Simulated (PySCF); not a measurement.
C₄NiO₄, singlet, geometry from GFN2-xTB (such geometries of metal compounds can be far from the true shape); DF-R2SCAN/3-21G (PySCF).

Input for PySCF:
```python
from pyscf import gto, scf, dft

mol = gto.M(
    atom='''
Ni   -0.00003582   -0.00773716    0.01960940
O     1.93923716    1.49032821   -1.61885180
C     1.19284818    0.91499975   -0.99111156
O     1.44317332   -1.42618256    2.16326098
C     0.88547197   -0.88079153    1.34248493
O    -1.42199832   -1.96263108   -1.66803699
C    -0.87547925   -1.21207300   -1.01987292
O    -1.94751852    1.86910439    1.19287458
C    -1.19927282    1.14744715    0.74402434
''',
    basis='3-21g',
    verbose=4,
)

mf = dft.RKS(mol)
mf.xc = 'r2scan'
mf.init_guess = '1e'
mf = mf.density_fit(auxbasis='def2-universal-jkfit')
mf = mf.newton()
mf.kernel()
```

What the program printed (banner, timings and long lists left out):

```
PySCF version 2.14.0

[INPUT] verbose = 4
[INPUT] num. atoms = 9
[INPUT] num. electrons = 84
[INPUT] charge = 0
[INPUT] spin (= nelec alpha-beta = 2S) = 0
[INPUT] symmetry False subgroup None
[INPUT] Mole.unit = angstrom
[INPUT] Symbol           X                Y                Z      unit          X                Y                Z       unit  Magmom
[INPUT]  1 Ni    -0.000035820000  -0.007737160000   0.019609400000 AA   -0.000067689990  -0.014621113382   0.037056395467 Bohr   0.0
[INPUT]  2 O      1.939237160000   1.490328210000  -1.618851800000 AA    3.664627122979   2.816312152613  -3.059186538259 Bohr   0.0
[INPUT]  3 C      1.192848180000   0.914999750000  -0.991111560000 AA    2.254156368386   1.729098931546  -1.872929407290 Bohr   0.0
[INPUT]  4 O      1.443173320000  -1.426182560000   2.163260980000 AA    2.727202325079  -2.695094442031   4.087970788158 Bohr   0.0
[INPUT]  5 C      0.885471970000  -0.880791530000   1.342484930000 AA    1.673299514279  -1.664454764537   2.536928844056 Bohr   0.0
[INPUT]  6 O     -1.421998320000  -1.962631080000  -1.668036990000 AA   -2.687187374392  -3.708835224759  -3.152133076744 Bohr   0.0
[INPUT]  7 C     -0.875479250000  -1.212073000000  -1.019872920000 AA   -1.654416010240  -2.290486012980  -1.927280500660 Bohr   0.0
[INPUT]  8 O     -1.947518520000   1.869104390000   1.192874580000 AA   -3.680276625318   3.532095395322   2.254206257156 Bohr   0.0
[INPUT]  9 C     -1.199272820000   1.147447150000   0.744024340000 AA   -2.266297178435   2.168360855913   1.406002232610 Bohr   0.0

nuclear repulsion = 604.457375872956
number of shells = 51
number of NR pGTOs = 174
number of NR cGTOs = 99
basis = 3-21g
ecp = {}

******** <class 'pyscf.soscf.newton_ah.SecondOrderDFRKS'> ********
method = SecondOrderDFRKS
initial guess = 1e
damping factor = 0
level_shift factor = 0
DIIS = <class 'pyscf.scf.diis.CDIIS'>
diis_start_cycle = 1
diis_space = 8
diis_damp = 0
SCF conv_tol = 1e-09
SCF conv_tol_grad = None
SCF max_cycles = 50
direct_scf = False
XC library pyscf.dft.libxc version 7.1.2
    S. Lehtola, C. Steigemann, M. J. T. Oliveira, and M. A. L. Marques,  SoftwareX 7, 1–5 (2018)
XC functionals = r2scan
    J. W. Furness, A. D. Kaplan, J. Ning, J. P. Perdew, and J. Sun,  J. Phys. Chem. Lett. 11, 8208–8215 (2020)
    J. W. Furness, A. D. Kaplan, J. Ning, J. P. Perdew, and J. Sun,  J. Phys. Chem. Lett. 11, 9248–9248 (2020)
    J. W. Furness, A. D. Kaplan, J. Ning, J. P. Perdew, and J. Sun,  J. Phys. Chem. Lett. 11, 8208–8215 (2020)
    J. W. Furness, A. D. Kaplan, J. Ning, J. P. Perdew, and J. Sun,  J. Phys. Chem. Lett. 11, 9248–9248 (2020)
radial grids:
    Treutler-Ahlrichs [JCP 102, 346 (1995); DOI:10.1063/1.469408] (M4) radial grids

becke partition: Becke, JCP 88, 2547 (1988); DOI:10.1063/1.454033
pruning grids: <function nwchem_prune>
grids dens level: 3
symmetrized grids: False
atomic radii adjust function: <function treutler_atomic_radii_adjust>
small_rho_cutoff = 0
******** <class 'pyscf.df.df_jk.DFRKS'> Newton solver flags ********
SCF tol = 1e-09
conv_tol_grad = None
max. SCF cycles = 50
direct_scf = False
max_cycle_inner = 12
max_stepsize = 0.05
ah_start_tol = 1e+09
ah_level_shift = 0
ah_conv_tol = 1e-12
ah_lindep = 1e-14
ah_start_cycle = 1
ah_max_cycle = 40
ah_grad_trust_region = 2.5
kf_interval = 4
kf_trust_region = 5
canonicalization = True
Set conv_tol_grad to 3.16228e-05
Initial guess from hcore.
  HOMO = -22.1412296116066  LUMO = -22.1273888411497  gap/eV = 0.37663
tot grids = 133440
  HOMO = 0.55527597206773  LUMO = 0.559810504874271  gap/eV = 0.12339
Initial guess E= -1694.50732688665  |g|= 14.8717
macro= 0  E= -1718.04745097055  delta_E= -23.5401  |g|= 17.0854  3 KF 15 JK
macro= 1  E= -1759.21534811521  delta_E= -41.1679  |g|= 21.1272  3 KF 15 JK
macro= 2  E= -1830.50446189329  delta_E= -71.2891  |g|= 31.6597  3 KF 15 JK
macro= 3  E= -1877.43751898894  delta_E= -46.9331  |g|= 27.4812  3 KF 15 JK
macro= 4  E= -1902.78622763413  delta_E= -25.3487  |g|= 19.4214  3 KF 15 JK
macro= 5  E= -1930.84100894196  delta_E= -28.0548  |g|= 9.87554  3 KF 15 JK
macro= 6  E= -1948.27510318904  delta_E= -17.4341  |g|= 2.36572  3 KF 15 JK
macro= 7  E= -1950.80786424913  delta_E= -2.53276  |g|= 0.935473  3 KF 15 JK
macro= 8  E= -1951.45886276575  delta_E= -0.650999  |g|= 0.863641  3 KF 15 JK
macro= 9  E= -1951.52937464121  delta_E= -0.0705119  |g|= 0.193198  3 KF 13 JK
macro= 10  E= -1951.5351792916  delta_E= -0.00580465  |g|= 3.41313e-05  9 KF 39 JK
macro= 11  E= -1951.53517929164  delta_E= -4.18368e-11  |g|= 1.54221e-05  1 KF 2 JK
Canonicalize SCF orbitals
macro X = 12  E=-1951.53517929164  |g|= 1.54221e-05  total 41 KF 202 JK
converged SCF energy = -1951.53517929164
```
